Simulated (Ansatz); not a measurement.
Ideal-gas functions of `[Cl][Mg][Br]` at 400 K and 1 bar, from an Ansatz frequency run at PBE0-D4/def2-TZVP.

Molar mass 139.66 g/mol, point group C∞v (symmetry number 1), electronic degeneracy 1, moments of inertia 512.419 u Å². Harmonic wavenumbers (cm⁻¹, unscaled): 101, 101, 255, 582.

Use S(trans) = R[1.5 ln M + 2.5 ln T − 1.1517]; rotational temperatures θ = 24.2544 K / I; S(rot) = R[ln(T/σθ) + 1]; for each mode x = 1.438777 ν̃/T, S = R[x/(eˣ − 1) − ln(1 − e⁻ˣ)] and H = RT x/(eˣ − 1); 1 cm⁻¹ = 0.0119627 kJ/mol; R = 8.31446 J/(mol·K).

By hand: the entropy, in J/(mol·K).

Translation 176.6. Rotation: θ = 0.0473 K, giving 83.5. Vibration, mode by mode: 16.78, 16.78, 9.32, 3.54, in all 46.4. Electronic 0.0. Sum 306.5 J/(mol·K).

By hand: H − E and G − E in kJ/mol, counted from the electronic energy.

Zero-point energy ½ × 1039 × 0.0119627 = 6.2; thermal vibration 8.5; translation, rotation and pV give 3.5 RT = 11.6. H − E = 26.3 kJ/mol, and G − E = 26.3 − 400 × 306.5/1000 = -96.3 kJ/mol.

Vibration gives 15 % of the entropy, 33.6 J/(mol·K) of it from the modes under 150 cm⁻¹: soft modes count most, and the harmonic formula is weakest for them.
